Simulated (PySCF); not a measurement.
# Spectroscopy problems

All values are calculated (PySCF 2.14): J: B3LYP/pcJ-1 (spin–dipole term left out of most H,H and C,H couplings), geometry from GFN2-xTB, shielding tensors at PBE0/pcSseg-1 (GIAO). A single conformation, relativity neglected, isolated molecule, one averaged value for each set of equivalent atoms.

Referencing at the same level of theory: 1H, 13C against TMS. Multiplet labels drop J under 1 Hz and among equivalent protons, and merge close values. Unscaled 3J(H,H) run several per cent high. Splittings of carbon signals by F and P are missing where no couplings were computed. Where no couplings were computed, multiplicities follow the n + 1 count of equivalent neighbours, and m marks all less simple cases (inequivalent or close neighbours, rings, F or P nearby). Shifts are as computed. Against solution values, carbons near 30 ppm lie about +3 ppm off and those near 130 ppm about +5 ppm. Of 1211 compounds with measured shifts, 218 miss one by over three times the rms of a fit or turn the order of signals round; such compounds aren't used in these exercises.

(1) C7H6F4O. 1H NMR (400 MHz, computed): δ 7.94 (m, 1H), 6.25 (m, 1H), 6.20 (m, 1H), 2.66 (s, 3H). 13C{1H} NMR (computed): δ 177.3 (C), 162.2 (C), 148.9 (CH), 134.7 (CH2), 132.2 (C), 120.9 (C), 23.5 (CH3). Identify the compound.

(2) C7H5NO. 1H NMR (500 MHz, computed): δ 9.21 (t, J = 1.1 Hz, 1H), 8.88 (dd, J = 6.0, 1.1 Hz, 1H), 7.82 (dd, J = 6.0, 1.1 Hz, 1H), 7.81 (d, J = 2.8 Hz, 1H), 7.10 (d, J = 2.8 Hz, 1H). 13C{1H} NMR (computed): δ 157.9, 152.9, 148.0, 140.3, 138.7, 120.1, 112.7. Identify the compound.

## Answers

(1) `C=C/C(C)=C(\C(=O)F)C(F)(F)F`. The formula gives 3 degrees of unsaturation (no ring in the answer). 7 carbon signals for 7 carbons: no two carbons are equivalent. Carbon types of the structure: 4 × C, 1 × CH, 1 × CH2, 1 × CH3, which accounts for all hydrogens. δC 177.3: β carbon of a C=C–C=O unit; conjugation with the carbonyl draws π density from the β position. δC 148.9: alkene CH; as expected for a trigonal carbon in a double bond. δC 132.2: CF3 carbon; 3 electronegative neighbours deshield it. δC 120.9: α carbon of a C=C–C=O unit; the olefinic region.

The data come from this structure; uniqueness wasn't tested.

(2) SMILES O1C=CC2=C1C=NC=C2. The formula gives 6 degrees of unsaturation (2 rings in the answer). 7 carbon signals for 7 carbons: no two carbons are equivalent. Carbon types of the structure: 2 × C, 5 × CH, which accounts for all hydrogens. δC 157.9, 140.3: ring-fusion aromatic carbon. δC 152.9: aromatic CH next to the ring oxygen. δC 148.0, 138.7: aromatic CH next to a ring nitrogen. δH 9.21, 8.88: hydrogen on an aromatic CH next to a ring nitrogen; ring current plus the neighbouring ring nitrogen. The protons at 8.88 and 7.82 share a coupling of 6.0 Hz (vicinal, an ortho-type coupling).

This is the structure that produced the data.
